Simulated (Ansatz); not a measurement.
Consider the formal exchange of groups at the Si–Br bond: `CO[SiH](O)Br` + `[GaH3]` → `CO[SiH](O)[GaH2]` + HBr.

Calculated with Ansatz (gas phase, PBE0-D4/def2-TZVP geometries, no zero-point term in ΔE). CBS: MP2 limit from def2 TZ/QZ plus the TZ coupled-cluster correction, frozen cores. DFT in def2-TZVPP. For Br, Ga outer-core shells are correlated without core-valence functions, which leaves a few kJ/mol of doubt a bond. Scalar relativity is left out up to krypton. One conformer a species, not always the lowest.

`CO[SiH](O)Br`:

Cartesian coordinates in Å:
```
C -1.294 -0.946 -0.392
O -0.688 0.212 0.142
Si 0.859 0.665 -0.036
O 1.153 1.955 0.902
Br 2.155 -1.056 0.536
H -1.290 -0.927 -1.486
H -0.782 -1.851 -0.050
H -2.328 -0.972 -0.047
H 1.202 1.044 -1.417
H 1.014 1.875 1.847
```

`[GaH3]`:

```xyz
4

Ga    0.000    0.001    0.000
H     1.504   -0.434   -0.097
H    -0.606    0.426    1.383
H    -0.898    0.007   -1.286
```

`CO[SiH](O)[GaH2]`:

Cartesian coordinates in Å:
```
C 0.887 -0.776 1.495
O 0.033 -1.285 0.496
Si -0.417 -0.444 -0.845
O 0.863 -0.081 -1.829
Ga -1.342 1.745 -0.368
H 0.799 -1.411 2.378
H 1.929 -0.781 1.161
H 0.620 0.250 1.775
H -1.331 -1.401 -1.527
H 1.282 -0.804 -2.301
H -0.872 2.615 0.860
H -2.450 2.372 -1.295
```

HBr:

Cartesian coordinates in Å:
```
Br -0.494 -0.484 -0.162
H 0.494 0.484 0.162
```

CCSD(T)/CBS gives +107.2 kJ/mol.

Question: Another level gave +108.2 kJ/mol. Which?
A. PBE0/def2-TZVPP
B. MP2/def2-TZVPP
C. ωB97X-V/def2-TZVPP
D. PBE/def2-TZVPP

Answer: C. ωB97X-V 108.2, PBE 94.4, MP2/def2-TZVPP 113.9, PBE0 102.6 kJ/mol.

Largest T1 diagnostic among the species: 0.013.

From PBE to PBE0 (25 % exact exchange), in def2-TZVPP and without D4, ΔE moves by +8.3 kJ/mol. In def2-TZVPP, CCSD(T) changes the Hartree–Fock value by −21.5 kJ/mol (the triples alone add −1.5 kJ/mol) and MP2 by −11.4 kJ/mol.
